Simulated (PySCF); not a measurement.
Isomers C₅H₉NO:

A. SMILES CNC(=O)C1CC1
B. 2-piperidone (O=C1CCCCN1)
C. SMILES C[C@@H](C=C)C(N)=O

Spectrum 1. ¹H NMR (500 MHz, computed): δ 6.12 (m, 1H), 5.44 (m, 1H), 5.30 (m, 1H), 5.03 (br, 1H), 4.49 (br, 1H), 2.76 (m, 1H), 1.26 (d, 3H). ¹³C{¹H} NMR (computed): δ 173.3 (C), 153.3 (CH), 120.9 (CH2), 50.4 (CH), 17.3 (CH3).

Spectrum 2. ¹H NMR (500 MHz, computed): δ 4.59 (br, 1H), 3.44 (m, 2H), 2.29 (m, 2H), 1.70 (m, 2H), 1.66 (m, 2H). ¹³C{¹H} NMR (computed): δ 169.5 (C), 46.0 (CH2), 34.9 (CH2), 27.0 (CH2), 25.8 (CH2).

Spectrum 3. ¹H NMR (500 MHz, computed): δ 4.74 (br, 1H), 3.18 (d, 3H), 0.99 (m, 2H), 0.78 (m, 1H), 0.59 (m, 2H). ¹³C{¹H} NMR (computed): δ 174.1 (C), 26.6 (CH3), 17.4 (CH), 9.4 (CH2).

- J couplings at B3LYP/pcJ-1 (spin–dipole term left out of most H,H and C,H couplings)
- geometry: GFN2-xTB
- NMR shieldings at PBE0/pcSseg-1/GIAO
- program: PySCF 2.14.0 with density-fitted response routines
- no solvent model, non-relativistic Hamiltonian, a single conformation, equivalent nuclei averaged

Shifts are taken against calculated references (same method and geometry level): TMS for ¹H and ¹³C. Multiplet labels drop J under 1 Hz and among equivalent protons, and merge close values. Unscaled 3J(H,H) run several per cent high. Where no couplings were computed, multiplicities follow the n + 1 count of equivalent neighbours, and m marks all less simple cases (inequivalent or close neighbours, rings, F or P nearby). Acid and N–H amide carbonyl carbons lie up to 10 ppm further downfield in solution (hydrogen bonding). Shifts are as computed. Against solution values, carbons near 30 ppm lie about +3 ppm off and those near 130 ppm about +5 ppm. Of 1211 compounds with measured shifts, 218 miss one by over three times the rms of a fit or turn the order of signals round; such compounds aren't used in these exercises. Groups on amide-type nitrogens are kept apart (slow C–N rotation). OH and NH positions are gas-phase values without hydrogen bonding to other molecules.

**Question.** Which spectrum belongs to which compound?

**Answer.** 1–C, 2–B, 3–A.

- Spectrum 1 (C): 5 ¹³C signals; δC 173.3 is an amide carbonyl carbon; δC 153.3 is an alkene CH.
- Spectrum 2 (B): 5 ¹³C signals; δC 169.5 is an amide carbonyl carbon; δC 46.0 is an sp3 CH2 bonded to N.
- Spectrum 3 (A): 4 ¹³C signals; δC 174.1 is an amide carbonyl carbon; δC 26.6 is a methyl carbon bonded to N.
